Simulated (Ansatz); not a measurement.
```yaml
crystal:
  periodic: [false, false, false]
  atoms:
    - {symbol: B, position_ang: [-0.915224, 1.963845, -0.253255]}
    - {symbol: C, position_ang: [-0.124674, 0.817695, -0.526509]}
    - {symbol: O, position_ang: [-0.201184, -0.393471, 0.609870]}
    - {symbol: Si, position_ang: [0.535982, -1.601791, 0.915922]}
    - {symbol: H, position_ang: [-0.834368, 2.876584, -1.172011]}
    - {symbol: H, position_ang: [-1.807151, 2.065023, 0.935563]}
    - {symbol: H, position_ang: [-0.702157, 0.202108, -1.347373]}
    - {symbol: H, position_ang: [0.819677, 0.925809, -0.511820]}
    - {symbol: H, position_ang: [0.368261, -2.482664, 1.878761]}
    - {symbol: H, position_ang: [2.033942, -1.331911, 0.510500]}
    - {symbol: H, position_ang: [0.183263, -2.551210, -0.644722]}
basis:
  gaussian: {orbitals: "6-31G*", final_grid: {core_spheres: 8, valence_spheres: 7, degree: 23}}
magnetization: {spin_polarized: true, initial_magnetization: 2}
hamiltonian: {xc: {name: PBE-QIDH}, pseudopotentials: {relativity: none}}
relax: {f_tol: 0.0001, max_steps: 2}
```

```sh
$ ansatz run in.yaml --threads 2 --pin off --events-out ev --progress --plain --max-ram 4352MiB
```

It prints (some lines left out):

```
Functional definition: PBE-QIDH
885 factors; integrals over basis functions are off by at most 4.8e-4 eV
mean field evaluation 1: about -11717.0208 eV, gradient 3.6e1 eV
mean field evaluation 2: about -11717.0908 eV, gradient 3.6e1 eV
mean field evaluation 4: about -11723.1200 eV, gradient 4.0e0 eV
mean field evaluation 8: about -11723.3230 eV, gradient 5.4e-1 eV
mean field evaluation 16: about -11723.3547 eV, gradient 3.5e-2 eV
mean field evaluation 32: about -11723.3551 eV, gradient 1.4e-3 eV
mean field -11723.36661327 eV, -430.8257766544 hartree, gradient 4.0e-6 eV, S^2 2.061798; 14 other end points of the search recorded, 0 dependent functions left out
8 core orbitals not correlated: weight in the atoms' cores, before any rotation towards them, 1.000 or more for the frozen orbitals, at most 0.000 for the correlated occupied ones
reference -11723.36662480 eV, -430.8257770780 hartree; 13, 11 occupied and 57, 59 virtual orbitals, 885 factors
second order -14.51353708 eV of doubles, -0.00000000 eV of singles
relax step   1: F+E_penalty+E_count = -11728.20445896 eV  Δ(F+E_penalty+E_count) = +0.000e0 eV  max|allowed force component| = 7.261e0 eV/Å  Δτ_max = 0.0000 Å  (431 SCF iters, accepted)
885 factors; integrals over basis functions are off by at most 5.1e-4 eV
mean field -11726.23116752 eV, -430.9310470816 hartree, gradient 3.5e-6 eV, S^2 2.054460; 0 other end points of the search recorded, 0 dependent functions left out
8 core orbitals not correlated: weight in the atoms' cores, before any rotation towards them, 1.000 or more for the frozen orbitals, at most 0.000 for the correlated occupied ones
reference -11726.23117894 eV, -430.9310475011 hartree; 13, 11 occupied and 57, 59 virtual orbitals, 885 factors
second order -14.58219718 eV of doubles, -0.00000000 eV of singles
relax step   2: F+E_penalty+E_count = -11731.09189992 eV  Δ(F+E_penalty+E_count) = -2.887e0 eV  max|allowed force component| = 3.665e0 eV/Å  Δτ_max = 0.1990 Å  (68 SCF iters, accepted)
Error: geometry relaxation did not converge after 2 steps: max|allowed force component| = 3.67e0 eV/Å (threshold 1.0e-4). Raise `relax.max_steps` over both its present limit and 2, loosen `relax.f_tol`, or start from a geometry closer to equilibrium. Where this run's directory can be resumed (`checkpoint.write`), a resume goes on for up to `relax.max_steps` more
```

In this input the relaxation is allowed too few steps for its threshold. The run did not converge.
